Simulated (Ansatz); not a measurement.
Reactions of `[NH2][AlH][SiH2][SiH2]Cl`.

Calculated with Ansatz (gas phase, PBE0-D4/def2-TZVP geometries, no zero-point term in ΔE). CBS: MP2 limit from def2 TZ/QZ plus the TZ coupled-cluster correction, frozen cores. This one scheme is used for every species. Functionals use def2-TZVPP. Open shells (•) are unrestricted, without spin–orbit coupling. One conformer a species, not always the lowest.

```tsv
reaction	CCSD(T)/CBS(def2) (kcal/mol)
`[NH2][AlH][SiH2][SiH2]Cl` → `[NH2][AlH]`• + `[SiH2][SiH2]Cl`•	75.8
`[NH2][AlH][SiH2][SiH2]Cl` + `FCS` → `FCS[SiH2]Cl` + `[NH2][AlH][SiH3]`	-10.5
`[NH2][AlH][SiH2][SiH2]Cl` + `N=CO` → `O/C=N/[SiH2]Cl` + `[NH2][AlH][SiH3]`	-11.8
`[NH2][AlH][SiH2][SiH2]Cl` + `N[SiH3]` → `[SiH3]N[SiH2][SiH2]Cl` + `[NH2][AlH2]`	?
`[NH2][AlH][SiH2][SiH2]Cl` + `CNCOC` → `CO[SiH2][SiH2]Cl` + `CN[CH2][AlH][NH2]`	-20.3
`[NH2][AlH][SiH2][SiH2]Cl` + `CS[SiH2]O` → `O[SiH2][SiH2]Cl` + `CS[SiH2][AlH][NH2]`	9.6
`[NH2][AlH][SiH2][SiH2]Cl` + `CO[SiH](F)S` → `CO[SiH](F)S[SiH2]Cl` + `[NH2][AlH][SiH3]`	-13.3
`[NH2][AlH][SiH2][SiH2]Cl` + `N[SiH]1[SiH2]S1` → `[NH2][AlH][SiH]1[SiH2]S1` + `N[SiH2][SiH2]Cl`	?
`[NH2][AlH][SiH2][SiH2]Cl` + CH₃NH₂ → `CN[SiH2]Cl` + `[NH2][AlH][SiH3]`	?
`[NH2][AlH][SiH2][SiH2]Cl` + `N[SiH2]CO` → `N[SiH2]C[SiH2]Cl` + `[NH2][AlH][SiH2]O`	-42.4
```

Question: Fill in the missing values. (Best estimate.)

Answer: Computed: `[NH2][AlH][SiH2][SiH2]Cl` + `N[SiH3]` → `[SiH3]N[SiH2][SiH2]Cl` + `[NH2][AlH2]`: -6.7 kcal/mol; `[NH2][AlH][SiH2][SiH2]Cl` + `N[SiH]1[SiH2]S1` → `[NH2][AlH][SiH]1[SiH2]S1` + `N[SiH2][SiH2]Cl`: +2.0 kcal/mol; `[NH2][AlH][SiH2][SiH2]Cl` + CH₃NH₂ → `CN[SiH2]Cl` + `[NH2][AlH][SiH3]`: -12.6 kcal/mol.

Largest T1 diagnostic: 0.015, for `[NH2][AlH]`•.
